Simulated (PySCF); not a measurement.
CH₉FOSi₃, SMILES C[SiH2][SiH2]O[SiH2]F. Atoms are numbered in the order given.

```xyz
15

C      3.2563     1.1630    -0.3018
Si     1.5633     0.4084    -0.6640
Si     0.2629     0.4241     1.2967
O     -1.2528    -0.2482     1.0308
Si    -2.2298    -0.8361    -0.1468
F     -1.3594    -0.9398    -1.5193
H      3.1619     2.2038     0.0465
H      3.8823     1.1663    -1.2083
H      3.7893     0.5909     0.4740
H      0.8595     1.1960    -1.7234
H      1.7128    -1.0010    -1.1421
H      0.9295    -0.3550     2.3857
H      0.0761     1.8221     1.7974
H     -2.6847    -2.2024     0.2066
H     -3.3567     0.0948    -0.4016
```

Coordinates come from a r2SCAN-D4/def2-SVP optimisation. This is a generated structure with no PubChem entry under its InChIKey; it may be hypothetical. Other conformers were not sampled.

Method: r2SCAN-D4/def2-SVP in PySCF.

Frequencies are harmonic and unscaled.

Q: Give all harmonic wavenumbers and intensities. (Estimate from the structure and the level; the computed values follow.)

A: 
| mode | ν (cm⁻¹) | IR (km/mol) | moving atoms (share of kinetic energy) |
|---|---|---|---|
| 1 | 19 | 2.7 | H 30 %, Si 27 %, O 19 %, F 18 % |
| 2 | 42 | 0.2 | O 37 %, Si 22 %, H 22 %, F 18 % |
| 3 | 68 | 1.6 | F 46 %, Si 28 %, C 12 %, H 8 % |
| 4 | 73 | 0.0 | H 34 %, Si 32 %, C 23 % |
| 5 | 102 | 3.7 | Si 39 %, C 24 %, H 21 %, F 11 % |
| 6 | 157 | 0.3 | H 95 % |
| 7 | 196 | 2.9 | Si 42 %, C 19 %, F 14 %, H 13 %, O 12 % |
| 8 | 344 | 16.2 | H 96 % |
| 9 | 361 | 20.9 | O 48 %, Si 24 %, F 24 % |
| 10 | 429 | 1.5 | Si 84 %, H 14 % |
| 11 | 505 | 0.7 | H 87 %, Si 12 % |
| 12 | 604 | 2.4 | Si 64 %, O 18 %, H 17 % |
| 13 | 651 | 1.5 | H 85 %, Si 13 % |
| 14 | 661 | 67.5 | H 87 %, C 10 % |
| 15 | 695 | 87.8 | C 43 %, Si 35 %, H 22 % |
| 16 | 707 | 96.6 | H 73 %, Si 19 % |
| 17 | 725 | 3.3 | H 95 % |
| 18 | 744 | 26.9 | H 93 % |
| 19 | 822 | 380.7 | H 76 %, Si 14 % |
| 20 | 856 | 78.2 | F 54 %, H 23 %, Si 22 % |
| 21 | 882 | 32.7 | H 79 %, C 17 % |
| 22 | 892 | 55.4 | H 80 %, Si 13 % |
| 23 | 925 | 51.5 | H 95 % |
| 24 | 948 | 233.2 | H 93 % |
| 25 | 977 | 226.7 | H 68 %, Si 24 % |
| 26 | 990 | 105.3 | H 92 % |
| 27 | 1096 | 427.5 | O 75 %, Si 18 % |
| 28 | 1254 | 10.7 | H 80 %, C 20 % |
| 29 | 1433 | 2.4 | H 96 % |
| 30 | 1434 | 7.9 | H 96 % |
| 31 | 2200 | 101.1 | H 97 % |
| 32 | 2204 | 113.2 | H 97 % |
| 33 | 2209 | 25.9 | H 98 % |
| 34 | 2217 | 168.7 | H 96 % |
| 35 | 2270 | 128.4 | H 97 % |
| 36 | 2276 | 164.4 | H 96 % |
| 37 | 3037 | 4.8 | H 97 % |
| 38 | 3144 | 1.4 | H 91 %, C 9 % |
| 39 | 3145 | 2.5 | H 91 %, C 9 % |
